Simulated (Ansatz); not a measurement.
Two isomers of CH8GaNSi: A = `N[SiH2][CH2][GaH2]`, B = `CN[SiH2][GaH2]`.

Calculated with Ansatz (gas phase, PBE0-D4/def2-TZVP geometries, no zero-point term in ΔE). CBS: MP2 limit from def2 TZ/QZ plus the TZ coupled-cluster correction, frozen cores. Functionals use def2-TZVPP. B3LYP here is the variant with VWN-RPA as its local correlation; programs differ in this. For Ga outer-core shells are correlated without core-valence functions, which leaves a few kJ/mol of doubt a bond. Scalar relativity is left out up to krypton. One conformer a species, not always the lowest.

(1) Which is lower in electronic energy at CCSD(T)/CBS, and by how much? (An estimate is asked.)

(2) Give E(B) − E(A) in kcal/mol with PBE0-D4, HF/def2-TZVPP, B3LYP, B2PLYP, CCSD(T)/def2-TZVPP, r2SCAN-D4, LDA (SPW92). (An estimate is asked.)

(3) Does the order hold for the free energy at 298.15 K (harmonic terms from PBE0-D4)? (Best estimate.)

Largest T1 diagnostic: 0.012.

## Answers

(1) Computed: A, by 19.4 kcal/mol.

(2) The calculation gave: PBE0-D4 16.1, HF/def2-TZVPP 17.0, B3LYP 15.8, B2PLYP 17.9, CCSD(T)/def2-TZVPP 18.8, r2SCAN-D4 18.0, LDA (SPW92) 15.5. None reverses the order clearly.

(3) Computed: Yes: G(B) − G(A) = +20.7 kcal/mol, for one conformer each. Modes under 60 cm⁻¹, often nearly free rotors, make the harmonic entropy too high.

In def2-TZVPP, CCSD(T) changes the Hartree–Fock value by +1.8 kcal/mol (the triples alone add +0.3 kcal/mol) and MP2 by +4.4 kcal/mol. From PBE to PBE0 (25 % exact exchange), in def2-TZVPP and without D4, E(B) − E(A) moves by +1.2 kcal/mol.
